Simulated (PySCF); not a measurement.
Computed properties of C3H11NSi2, SMILES C=C(N([SiH3])C)[SiH3]

C₃H₁₁NSi₂, SMILES C=C(N(C)[SiH3])[SiH3]. The structure is a stationary point at B3LYP-D3(BJ)/def2-SVP. The structure was generated by enumeration, and PubChem lists no compound with its InChIKey, so it may never have been made. The values are those of a single conformer. All values are computed for the isolated molecule unless a solvent is named; none is compared with measurement here.

**Structure.** All 45 harmonic modes at B3LYP-D3(BJ)/def2-SVP (PySCF) are real, so it is a minimum. With heavy atoms numbered as in [CH2:1]=[C:2]([SiH3:3])[N:4]([CH3:5])[SiH3:6], the shortest bond between them is C1–C2 at 1.356 Å and the longest C2–Si3 at 1.897 Å.

**Vibrations.** The strongest infrared lines (harmonic, unscaled, degenerate partners summed) lie at 986 cm⁻¹ (381 km/mol, H 88 %, Si 9 %), 2233 cm⁻¹ (136 km/mol, H 97 %), 971 cm⁻¹ (127 km/mol, H 96 %). The softest mode is at 52 cm⁻¹ and the zero-point energy is 80.3 kcal/mol.

**Electronic structure.** HF/def2-TZVP (PySCF) places the frontier levels at -8.58 and 3.15 eV, a gap of 11.73 eV, and gives a dipole moment of 1.18 D. PBE/def2-TZVP (PySCF) at the same geometry gives -5.13 and -0.82 eV, so its gap is 7.42 eV narrower. An orbital gap is neither the optical nor the fundamental gap.

**Excitations.** TDA-PBE0/def2-SVPD (PySCF) has S1 at 5.14 eV (241 nm, f = 0.003, weak); the most intense of the 6 singlets computed lies at 6.11 eV (f = 0.20). T1 (TDA) is at 3.75 eV, 1.39 eV under S1. TDA-PBE/def2-SVPD (PySCF) puts S1 at 4.46 eV. No vertical singlet excitation falls in the visible range (under 3.1 eV).

**NMR.** GIAO shifts at B3LYP/pcSseg-1 (PySCF) (non-relativistic, atoms alike by connectivity averaged): ¹³C from 39.7 to 156.6 ppm against TMS; ¹H from 3.0 to 5.0 ppm against TMS; ²⁹Si from -63.3 to -47.9 ppm against TMS.

**Solvation.** SMD-PBE0/6-31G* (PySCF) gives 3.1 kcal/mol in water, -0.4 kcal/mol in dimethylsulfoxide, -2.2 kcal/mol in chlorobenzene (1 M in both phases, gas-phase geometry); of these solvents chlorobenzene holds the molecule best.
